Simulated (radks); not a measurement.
Values are calculated unless marked as measured or tabulated.
Problem. Ionisation of neutral potassium, [Ar] 4s1, to K+, [Ar], under several functionals. Dirac Kohn-Sham, spin-unpolarised, spherical densities, point nucleus; a radial shooting solver on a logarithmic mesh with Libxc functionals. The NIST Atomic Spectra Database gives 4.341 eV (measured). Rank these functionals by the error of their Delta-SCF ionisation energy: PBEsol; LDA (Slater exchange, VWN5 correlation); BLYP; B86b exchange with PBE correlation; AM05.

Solution. From best to worst: BLYP 4.359 eV (+0.018); B86b exchange with PBE correlation 4.303 eV (-0.037); LDA (Slater exchange, VWN5 correlation) 4.402 eV (+0.062); PBEsol 4.217 eV (-0.123); AM05 4.196 eV (-0.145). Spin polarisation and multiplet splitting are left out, so open shells lie too high by an amount that depends on their filling.

Beside tabulated values, note that spin-unpolarised runs miss the spin-polarisation part of the exchange energy of open shells.
